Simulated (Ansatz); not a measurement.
## Four-centre ligand exchange

Start structure (GeSiNH9, singlet), relaxed at PBE0-D4/def2-TZVP:

```
12
angstrom
Ge -1.6621 -0.0466 0.4866
N -0.6352 -0.8568 1.7842
H -1.1477 -0.5563 -0.8690
H -3.1767 -0.3472 0.5867
H -1.4436 1.4672 0.6224
H 1.6813 0.6865 0.0422
Si 1.9189 0.5513 -1.4157
H -0.8530 -0.5515 2.7231
H -0.6795 -1.8667 1.7648
H 3.2909 1.0165 -1.7463
H 0.9328 1.3745 -2.1619
H 1.7741 -0.8710 -1.8170
```

The step: GeNH₅ ([NH2][GeH3]) + SiH₄ → GeSiH₆ ([SiH3][GeH3]) + NH₃; bonds formed: Ge1–Si7, N2–H6; bonds broken: Ge1–N2, H6–Si7. Computed with Ansatz 0.2.0 (basis: def2-TZVPP and def2-QZVPP); correlated methods freeze the cores. Filled d shells of the heavier atoms are correlated. The def2 sets are not built for correlating such inner shells, so the correlated values are less sure here. Extrapolation: Hartree–Fock as exp(−7.88 √X), correlation as X^−2.97. Energies below are by CCSD(T) at an estimated basis limit (MP2 extrapolated from triple and quadruple zeta, plus CCSD(T) − MP2 in triple zeta).

(1) What are the electronic barrier and the energy of the step, from the start structure to the end structure? (An estimate is asked for; the value comes from the calculation.)

No T1 diagnostic of these runs exceeds 0.013. The start structure is not quite a true minimum (one mode of 31i cm⁻¹).

## Answers

(1) The calculation gives: Barrier 1.963 eV; step energy -0.325 eV (downhill); reverse barrier, their difference, 2.288 eV. Barrier and step energy count from the start structure, the reverse barrier from the end structure.

The saddle point: One imaginary mode of 209i cm⁻¹.
```json
{"pair": "Ge1–Si7", "start (Å)": "4.10", "saddle (Å)": "3.15", "end (Å)": "2.38"}
{"pair": "N2–H6", "start (Å)": "3.28", "saddle (Å)": "1.08", "end (Å)": "1.01"}
{"pair": "Ge1–N2", "start (Å)": "1.84", "saddle (Å)": "1.99", "end (Å)": "3.25"}
{"pair": "H6–Si7", "start (Å)": "1.48", "saddle (Å)": "2.27", "end (Å)": "3.36"}
```

Zero-point energy (harmonic, PBE0-D4): ZPE is 2.194 eV at the start and 2.236 eV at the saddle, so the barrier goes from 1.963 to 2.006 eV.

Labels in which every atom is bracketed show which atoms are joined, not bond orders.

For scale, one of the runs: CCSD(T)/def2-TZVPP, 247 basis functions, launched by `ansatz run in.yaml --threads 4 --pin off --events-out ev --progress --plain --max-ram 9574MiB`. The run took 3.9 min on 4 CPU threads of an AMD EPYC (shared host), with 4.9 GiB of host memory at its peak.
